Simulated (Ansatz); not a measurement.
Calculated with Ansatz (gas phase, PBE0-D4/def2-TZVP geometries, no zero-point term in ΔE). CCSD(T)/CBS is the MP2 limit (def2-TZVPP, def2-QZVPP) plus CCSD(T) − MP2 in def2-TZVPP, frozen cores. This one scheme is used for every species. DFT in def2-TZVPP. B3LYP here is the variant with VWN-RPA as its local correlation; programs differ in this. def2 core potentials past Kr. For Te outer-core shells are correlated without core-valence functions, which leaves a few kJ/mol of doubt a bond. One conformer a species, not always the lowest.

`F[SiH2]C[TeH]` + `BN` → `BNC[TeH]` + `F[SiH3]`  (substitution at a C–Si bond)

`F[SiH2]C[TeH]`:

Z-matrix (Å, degrees):
```
Si
C 1 1.855
F 1 1.602 2 109.3
H 1 1.486 2 111.1 3 117.3
H 1 1.481 2 110.5 3 -119.1
Te 2 2.152 1 111.9 3 57.0
H 2 1.090 1 113.3 3 -67.0
H 2 1.094 1 109.1 3 172.3
H 6 1.657 2 93.8 1 -46.8
```

`BN`:

```xyz
6

B    -0.239    0.394    0.504
N     0.246   -0.405   -0.518
H    -0.117    1.582    0.419
H    -0.768   -0.124    1.444
H     0.177   -1.409   -0.513
H     0.701   -0.038   -1.337
```

`BNC[TeH]`:

Z-matrix (Å, degrees):
```
C
N 1 1.428
Te 1 2.173 2 114.4
H 1 1.092 2 112.5 3 117.8
H 1 1.087 2 109.7 3 -120.8
B 2 1.388 1 126.0 3 115.3
H 2 1.009 1 114.0 3 -61.9
H 3 1.657 1 92.5 2 -64.4
H 6 1.198 2 118.7 1 0.6
H 6 1.195 2 118.7 1 -179.6
```

`F[SiH3]`:

Z-matrix (Å, degrees):
```
Si
F 1 1.600
H 1 1.482 2 108.3
H 1 1.482 2 108.3 3 -120.0
H 1 1.482 2 108.3 3 120.0
```

| level | ΔE (kJ/mol) | difference from CCSD(T)/CBS |
| --- | --- | --- |
| PBE-D4 | 74.4 | -6.0 |
| r2SCAN-D4 | 79.7 | -0.7 |
| PBE0-D4 | 78.3 | -2.1 |
| B3LYP-D4 | 74.0 | -6.4 |
| ωB97X-V | 77.9 | -2.5 |
| B2PLYP | 75.1 | -5.3 |
| PBE | 73.3 | -7.1 |
| PBE0 | 77.4 | -3.0 |
| B3LYP | 72.0 | -8.4 |
| MP2/def2-TZVPP | 79.4 | -1.0 |
| SCS-MP2/def2-TZVPP | 75.2 | -5.2 |
| MP2/def2-QZVPP | 81.5 | 1.1 |
| SCS-MP2/def2-QZVPP | 77.3 | -3.1 |
| HF/CBS(def2) | 74.1 | -6.3 |
| MP2/CBS(def2) | 83.1 | 2.7 |
| CCSD/CBS(def2) | 81.1 | 0.7 |
| CCSD(T)/CBS | 80.4 | 0 |

Largest T1 diagnostic among the species: 0.012.

From PBE to PBE0 (25 % exact exchange), in def2-TZVPP and without D4, ΔE moves by +4.1 kJ/mol.
